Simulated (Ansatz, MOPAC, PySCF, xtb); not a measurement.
Noncovalent pair: HF (SMILES F) (first 2 atoms) with H2 (SMILES [H][H]); geometry from B3LYP-D3(BJ)/def2-TZVP, rigid monomers moved along the line of their centres of mass till H2···H3 is 2.75 Å.
(charge 0, multiplicity 1):
```xyz
4

F      0.06905     0.09157    -0.12666
H      0.10901     0.08216     0.79901
H      0.60255     0.07168     3.50573
H     -0.14205     0.03328     3.53861
```

| level | interaction energy (meV) | minus CCSD(T)/CBS(aug-cc-pVTZ, aug-cc-pVQZ) | cost |
|---|---|---|---|
| AM1 | -11.4 | 11.9 | - |
| PM3 | -28.2 | -5.0 | - |
| PM6 | -5.4 | 17.9 | - |
| PM7 | -9.3 | 13.9 | - |
| GFN1-xTB | -10.0 | 13.3 | - |
| GFN2-xTB | -20.2 | 3.0 | - |
| HF/STO-3G (no counterpoise) | -1.0 | 22.2 | - |
| HF/aug-cc-pVDZ | -15.9 | 7.3 | - |
| HF/aug-cc-pVQZ | -16.6 | 6.6 | - |
| PBE/def2-TZVPPD | -26.0 | -2.7 | ×1 |
| PBE-D3(BJ)/def2-TZVPPD | -31.3 | -8.0 | ×1 |
| PBE-D4/def2-TZVPPD | -29.3 | -6.1 | ×1 |
| BP86/6-31G* (no counterpoise) | -4.8 | 18.4 | - |
| r2SCAN/def2-TZVPPD | -18.1 | 5.1 | ×2 |
| r2SCAN-D3(BJ)/def2-TZVPPD | -20.1 | 3.2 | ×2 |
| r2SCAN-D4/def2-TZVPPD | -19.5 | 3.8 | ×2 |
| B3LYP/3-21G (no counterpoise) | -16.2 | 7.0 | - |
| B3LYP/6-31G* (no counterpoise) | -14.4 | 8.8 | - |
| B3LYP/6-311+G** (no counterpoise) | -14.9 | 8.3 | - |
| B3LYP/def2-TZVPPD | -15.7 | 7.5 | ×1 |
| B3LYP-D3(BJ)/def2-TZVPPD | -23.4 | -0.2 | ×1 |
| PBE0-D3(BJ)/def2-TZVPPD | -27.8 | -4.6 | ×1 |
| PBE0-D4/def2-TZVPPD | -26.2 | -3.0 | ×1 |
| M06-2X/6-31G* (no counterpoise) | -19.2 | 4.0 | - |
| wB97X-V/def2-TZVPPD | -23.3 | 0.0 | ×3 |
| wB97M-V/def2-TZVPPD | -21.8 | 1.4 | ×3 |
| MP2/6-31G* | -8.9 | 14.4 | - |
| MP2/6-31G* (no counterpoise) | -11.2 | 12.1 | - |
| MP2/aug-cc-pVDZ | -19.8 | 3.5 | - |
| MP2/aug-cc-pVTZ | -22.0 | 1.3 | - |
| MP2/aug-cc-pVQZ | -22.4 | 0.8 | - |
| MP2/CBS(aug-cc-pVTZ, aug-cc-pVQZ) | -22.6 | 0.6 | - |
| SCS-MP2/aug-cc-pVDZ | -18.1 | 5.2 | - |
| CCSD/aug-cc-pVDZ | -19.2 | 4.1 | - |
| CCSD/aug-cc-pVTZ | -21.5 | 1.8 | - |
| CCSD/aug-cc-pVQZ | -21.9 | 1.4 | - |
| CCSD(T)/aug-cc-pVDZ | -20.0 | 3.3 | ×2 |
| CCSD(T)/aug-cc-pVTZ | -22.6 | 0.7 | ×10 |
| CCSD(T)/aug-cc-pVQZ | -23.0 | 0.2 | ×100* |
| CCSD(T)/CBS(aug-cc-pVTZ, aug-cc-pVQZ) | -23.3 | 0.0 | ×100* |

 The comparison column counts from a level with limits of its own.

The rows run from -31.3 (PBE-D3(BJ)/def2-TZVPPD) to -1.0 meV (HF/STO-3G (no counterpoise)). In aug-cc-pVQZ the value moves HF -16.6, MP2 -22.4, CCSD -21.9, CCSD(T) -23.0, a shift of -6.4 from HF to CCSD(T). From aug-cc-pVDZ to aug-cc-pVQZ CCSD(T) changes by -3.1. The dispersion term adds -5.3 in PBE-D3(BJ), -3.4 in PBE-D4, -2.0 in r2SCAN-D3(BJ). The 5 functionals in def2-TZVPPD without D3 or D4 span 10.2, from PBE to B3LYP.

Counterpoise-corrected where a basis set is named; no monomer relaxation. Rows marked so take none.

Frozen-core correlation. CBS: X⁻³ extrapolation of the correlation energy, Hartree–Fock from the larger set. Rows in 3-21G, 6-311+G**, 6-31G*, STO-3G carry no dispersion term and start afresh at each structure (6-31G* with six Cartesian d functions). MP2/6-31G* freezes PySCF's default core. The state that AM1, PM3, PM6, PM7 reach isn't checked; PM7 holds dispersion and hydrogen-bond terms.

Run with Ansatz (an electronic-structure program); MOPAC for AM1, PM3, PM6, PM7 (differences of heats of formation); PySCF for 3-21G rows, 6-311+G** rows, 6-31G* rows, STO-3G rows, the dispersion terms; xtb for the GFN methods. 

Costs are rough ratios of core time to PBE/def2-TZVPPD (about 0.4 s over the structures, on one shared machine); a dash marks a level with no comparable run of its own. A star marks coupled-cluster runs past 200 virtual orbitals, where the program's memory plan changes under this machine's limit, so their costs aren't comparable with smaller runs.
